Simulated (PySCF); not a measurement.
F2GaHSe. Atoms are numbered in the order given.

```xyz
5

Ga     0.0030     0.7482     0.0000
F      1.4496     1.7182     0.0000
F     -1.4928     1.6440     0.0000
Se     0.0504    -1.5261     0.0000
H     -1.4168    -1.5657     0.0000
```

Geometry optimised at ωB97X-D3(BJ)/def2-SVP. The structure was generated by enumeration; whether it is a known compound was not checked. One conformer was computed; it need not be the lowest.

The numbers are results of KT2/pcSseg-1 run with PySCF, not measurements.

GIAO shieldings, no solvent; atoms listed in one row are averaged. δ = σ(ref) − σ: ¹⁹F against CFCl3 (σ = 127.1 ppm); ⁷⁷Se against Me2Se (σ = 1692.1 ppm); ¹H against TMS (σ = 31.47 ppm), references at their B3LYP-D3(BJ)/def2-TZVP geometries, non-relativistic.

Computed chemical shifts:
```
nucleus  atoms  count  δ (ppm)
-------  -----  -----  -------
¹⁹F         F3      1   -137.4
¹⁹F         F2      1   -147.7
⁷⁷Se       Se4      1   -503.0
¹H          H5      1     1.07
```
